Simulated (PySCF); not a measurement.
# Ir⁻ (iridium, charge -1) across methods

[Xe] 4f14 5d8 6s2, high-spin 3F determinant. All numbers are calculated (PySCF 2.14, scalar relativity through the core potential, in aug-cc-pwCVTZ-PP with ECP60MDF).

```tsv
method	E (hartree)	mean ε 6s α (eV)	mean ε 6s β (eV)	mean ε 5d β (eV)	Σ⟨r²⟩ (bohr²)	⟨S²⟩
HSE06	-104.4625	-0.110	0.473	0.575	75.70	2.014
PBE0	-104.4618	-0.479	0.161	0.182	75.83	2.016
BHandHLYP	-104.3363	-0.912	-0.312	-1.024	76.59	2.013
UHF	-103.62665	-1.935	-0.498	-3.353	84.37	2.084
MN15	-104.3191	-1.355	-0.693	-0.641	75.46	2.015
LDA	-104.3088	-0.089	0.409	1.361	75.38	2.011
r2SCAN	-104.5186	-0.052	0.534	1.297	74.74	2.020
```

Q: Estimate the same row for PBE.

A: E (hartree) = -104.5163; mean ε 6s α (eV) = 0.096; mean ε 6s β (eV) = 0.647; mean ε 5d β (eV) = 1.384; Σ⟨r²⟩ (bohr²) = 76.39; ⟨S²⟩ = 2.013.

Energies and moments cover only the electrons outside the core potential. Spin-orbit coupling, absent here, splits the open shell strongly.

The highest occupied level is positive at HSE06, PBE0, LDA, PBE, r2SCAN: only the finite basis holds that electron, which in a density functional comes from self-interaction.
